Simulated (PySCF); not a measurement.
Species: C₄H₁₀Si.
Structure used (PBE0-D3(BJ)/def2-SVP), in Å, numbered top down from 1:
```
atom  x, y, z in Å
C1    -1.8222   -0.5178    0.0516
C2    -0.3933   -0.3800    0.5442
C3     0.6791   -1.2069   -0.2219
Si4    1.9011    0.1762    0.2023
C5     0.2335    1.0412    0.4434
H6    -2.1715   -1.5602    0.1226
H7    -1.8995   -0.2087   -1.0040
H8    -2.5110    0.1119    0.6372
H9    -0.3550   -0.6857    1.6056
H10    0.8217   -2.2473    0.1023
H11    0.4622   -1.2059   -1.3043
H12    2.6487   -0.0516    1.4782
H13    2.8624    0.6710   -0.8326
H14    0.0367    1.7246    1.2814
H15   -0.0835    1.5351   -0.4914
```

The closed-shell ground state was solved at several levels (PySCF, density fitting, gas phase, non-relativistic).

| level | basis functions | total energy (Eh) | HOMO (eV) | LUMO (eV) | gap (eV) | dipole (D) |
| --- | --- | --- | --- | --- | --- | --- |
| PBE0/cc-pVDZ | 124 | -447.6027 | -7.74 | 0.97 | 8.71 | 0.62 |
| PBE0/IGLO-III | 284 | -447.6717 | -7.80 | 0.59 | 8.39 | 0.57 |
| PBE0/STO-3G | 39 | -442.4157 | -6.03 | 7.12 | 13.15 | 0.43 |
| PBE0/pcSseg-2 | 327 | -447.6735 | -7.81 | 0.33 | 8.14 | 0.58 |
| HF/pcSseg-1 | 142 | -446.1573 | -10.80 | 3.80 | 14.60 | 0.29 |
| PBE0/def2-TZVP | 221 | -447.6650 | -7.79 | 0.50 | 8.29 | 0.59 |
| PBE0/def2-TZVPD | 281 | -447.6655 | -7.80 | 0.24 | 8.04 | 0.58 |
| LC-wPBE/pcSseg-1 | 142 | -447.7047 | -10.56 | 2.88 | 13.44 | 0.39 |
| LDA/def2-SVPD | 184 | -445.0615 | -6.72 | -0.46 | 6.26 | 0.64 |
| B97-2/pcSseg-1 | 142 | -447.8448 | -7.62 | 0.71 | 8.33 | 0.49 |

(1) What might PBE0/6-31G (69 basis functions) give for the same quantities?

(2) Over all these levels, which gives the widest orbital gap and which the narrowest?

(3) How much does the basis alone move the frontier levels among the 7 PBE0 rows (the withheld one included)?

(4) How far do the dipole and the HOMO energy spread over the levels?

Answers

(1) Total energy -447.5106 Eh, HOMO -7.76 eV, LUMO 1.02 eV, gap 8.78 eV, dipole 0.63 D.

(2) HF/pcSseg-1 (Hartree–Fock, all exact exchange) has the widest, 14.60 eV, and LDA/def2-SVPD (LDA) the narrowest, 6.26 eV. Functional and basis both differ between the two, so the spread mixes both effects.

(3) The HOMO by 1.78 eV and the LUMO by 6.88 eV. By rising basis size (HOMO, LUMO in eV): STO-3G -6.03, 7.12; 6-31G -7.76, 1.02; cc-pVDZ -7.74, 0.97; def2-TZVP -7.79, 0.50; def2-TZVPD -7.80, 0.24; IGLO-III -7.80, 0.59; pcSseg-2 -7.81, 0.33.

(4) The dipole runs from 0.29 to 0.64 D (mean 0.53 D) and the HOMO from -10.80 to -6.03 eV.

One conformer stands for the species.
